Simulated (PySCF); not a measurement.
Bismuth: a sound run and one with changed settings

Sound run: Bi⁺ [Xe] 4f14 5d10 6s2 6p2, Bi²⁺ [Xe] 4f14 5d10 6s2 6p1. All numbers are calculated (PySCF 2.14, scalar relativity through the core potential, in cc-pVDZ-PP with ECP60MDF). In the sound run the correlated levels freeze 5s2 5p6 5d10 outside the core potential. The sound run starts from symmetry-adapted Hartree-Fock orbitals and uses a fine grid where one is needed.

A second run was set up differently.

```
species  method  sound run (hartree)  changed run (hartree)  converged
    Bi⁺     MP2           -213.31710             -213.35056        yes
   Bi²⁺     MP2           -212.74767             -212.77826        yes
```

Ionisation energy of Bi⁺:

```tsv
method	sound run (eV)	changed run (eV)
UHF	15.307	15.307
MP2	15.495	15.573
SCS-MP2	15.447	15.490
```

What was changed?
A. all electrons correlated in a valence basis
B. a valence shell is frozen
C. too few SCF iterations
D. minimal basis

A. A valence basis has no tight correlating functions, so it recovers only part of the core correlation, and not evenly between atom and ion.
